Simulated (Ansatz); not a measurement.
Reaction (SMILES): ClBr (Cl-Br) → Cl atom + Br atom
B3LYP-D3(BJ)/def2-TZVP geometries, fixed; electronic energies without zero-point terms.
Largest species:
```
Cl
Br 1 2.1653
```

Basis-set convergence of the bond dissociation energy at PBE with Ansatz (a quantum-chemistry and plane-wave program). All functions are spherical. The program fits the integrals of some runs and decomposes those of others, by size. Open shells are unrestricted. No added dispersion term, no relativity. Functions are those of the species that has most. Reference: the value in aug-cc-pV(5+d)Z, 62.20 kcal/mol, itself unsure by roughly 0.09 kcal/mol (its mean distance from pcseg-4, aug-pcseg-3, aug-cc-pV(Q+d)Z). Deviations are taken from unrounded values.

| basis | functions | bond dissociation energy (kcal/mol) |
|---|---|---|
| pcseg-1 | 45 | 56.80 |
| aug-pcseg-1 | 63 | 57.10 |
| cc-pV(D+d)Z | 50 | 58.46 |
| aug-cc-pV(D+d)Z | 68 | 59.16 |
| def2-SVP | 50 | 58.65 |
| def2-SVPD | 68 | 57.14 |
| pcseg-2 | 77 | 60.75 |
| aug-pcseg-2 | 109 | 61.61 |
| cc-pV(T+d)Z | 82 | 61.63 |
| aug-cc-pV(T+d)Z | 114 | 61.76 |
| def2-TZVP | 85 | 61.55 |
| def2-TZVPD | 103 | 61.85 |
| def2-TZVPP | 90 | 61.57 |
| def2-TZVPPD | 108 | 61.87 |
| cc-pV(Q+d)Z | 132 | 62.02 |
| aug-cc-pV(Q+d)Z | 182 | 62.06 |
| pcseg-3 | 132 | 62.06 |
| aug-pcseg-3 | 182 | 62.08 |
| def2-QZVPP | 159 | 62.06 |
| def2-QZVPPD | 177 | 62.09 |
| cc-pV(5+d)Z | 204 | 62.15 |
| aug-cc-pV(5+d)Z | 276 | 62.20 |

What the diffuse functions change, pair by pair:
- pcseg-1 to aug-pcseg-1: 18 more functions, deviation -5.40 to -5.10 kcal/mol
- cc-pV(D+d)Z to aug-cc-pV(D+d)Z: 18 more functions, deviation -3.74 to -3.04 kcal/mol
- def2-SVP to def2-SVPD: 18 more functions, deviation -3.55 to -5.06 kcal/mol
- pcseg-2 to aug-pcseg-2: 32 more functions, deviation -1.45 to -0.59 kcal/mol
- cc-pV(T+d)Z to aug-cc-pV(T+d)Z: 32 more functions, deviation -0.57 to -0.44 kcal/mol
- def2-TZVP to def2-TZVPD: 18 more functions, deviation -0.65 to -0.35 kcal/mol
- def2-TZVPP to def2-TZVPPD: 18 more functions, deviation -0.63 to -0.33 kcal/mol
- cc-pV(Q+d)Z to aug-cc-pV(Q+d)Z: 50 more functions, deviation -0.18 to -0.14 kcal/mol
- pcseg-3 to aug-pcseg-3: 50 more functions, deviation -0.14 to -0.13 kcal/mol
- def2-QZVPP to def2-QZVPPD: 18 more functions, deviation -0.14 to -0.11 kcal/mol
- cc-pV(5+d)Z to aug-cc-pV(5+d)Z: 72 more functions, deviation -0.06 to 0.00 kcal/mol

Leaving out the reference's own pair, they bring the value nearer the reference by more than 0.09 kcal/mol in 6 of 10 pairs.
